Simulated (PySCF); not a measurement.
Para-tolunitrile, `C(#N)c1ccc(cc1)C`. Computed geometry: GFN2-xTB, gas phase.

```
atom  x, y, z in Å
C1     2.5043    0.0656   -0.2810
C2     1.0167    0.0330   -0.1251
C3     0.2828   -1.0630   -0.5688
C4    -1.0878   -1.1095   -0.4152
C5    -1.7517   -0.0440    0.1933
C6    -3.1552   -0.0819    0.3514
N7    -4.2942   -0.1141    0.4810
C8    -1.0259    1.0577    0.6468
C9     0.3443    1.0877    0.4850
H10    2.8164   -0.5038   -1.1532
H11    2.8640    1.0872   -0.3768
H12    2.9778   -0.3765    0.5962
H13    0.7941   -1.8897   -1.0402
H14   -1.6533   -1.9617   -0.7622
H15   -1.5434    1.8792    1.1203
H16    0.9035    1.9426    0.8373
```

(1) Where is the centre of mass (commonest isotopes), and what is the radius of gyration?

(2) Which two atoms are farthest apart?

(3) Work out the bond lengths C1–C2, C1–H12, C3–C4, C3–H13, C5–C6, C5–C8 in pm.

(4) How far apart are these pairs, which share no bond: C1···H13, C2···C4, C6···H14, N7···C9, H10···H16?

(5) How far are the heavy atoms from their best plane (unweighted least squares)?

(6) What are the angles C2–C1–H10, C2–C1–H12, C2–C1–H11, H11–C1–H12, C5–C8–C9, C2–C9–H16, C2–C9–C8?

(7) What is the repulsion energy of the bare nuclei, Σ ZA·ZB/RAB?

(8) Write the matrix of distances between heavy atoms (Å, lower triangle).

Results:

(1) Mass 117.058 u; centre at (-0.747, -0.018, 0.080) Å; Rg = √(Σ m r²/M) = 2.255 Å. As Ia + Ib + Ic = 2 Σ m r², the three principal moments sum to 1191.0 u·Å².

(2) N7···H11 and N7···H10, 7.309 Å down to 7.306 Å.

(3) For C1–C2 the difference vector is (-1.4876, -0.0326, 0.1559) Å, of length 1.4961 Å. C1–C2 149.6; C1–H12 109.0; C3–C4 138.0; C3–H13 108.0; C5–C6 141.3; C5–C8 139.5 pm.

(4) C1···H13 2.706 Å (3 bonds apart); C2···C4 2.412 Å (2 bonds apart); C6···H14 2.651 Å (3 bonds apart); N7···C9 4.792 Å (4 bonds apart); H10···H16 3.689 Å (4 bonds apart).

(5) 0.004 Å rms; none is more than 0.007 Å off.

(6) From the scalar product of the two bond vectors; for C2–C1–H10 it is -0.5817 Å² over 1.4961 × 1.0874 Å², cos θ = -0.3576. C2–C1–H10 111.0°; C2–C1–H12 109.8°; C2–C1–H11 111.0°; H11–C1–H12 107.9°; C5–C8–C9 119.7°; C2–C9–H16 119.5°; C2–C9–C8 121.0°.

(7) 375.70 Eh over 120 pairs, with full nuclear charges and distances in bohr; the largest single term is 19.38 Eh (C6 with N7).

(8) 
```
C1    0.000
C2    1.496  0.000
C3    2.508  1.392  0.000
C4    3.782  2.412  1.380  0.000
C5    4.284  2.788  2.400  1.395  0.000
C6    5.697  4.201  3.692  2.433  1.413  0.000
N7    6.843  5.347  4.791  3.475  2.560  1.147  0.000
C8    3.783  2.412  2.773  2.414  1.395  2.433  3.476  0.000
C9    2.509  1.392  2.396  2.773  2.400  3.692  4.792  1.380  0.000
```

The point group is Cs within 0.08 Å; differences among equivalent distances and angles are scatter left by the optimiser. Not checked by GFN2-xTB frequencies.
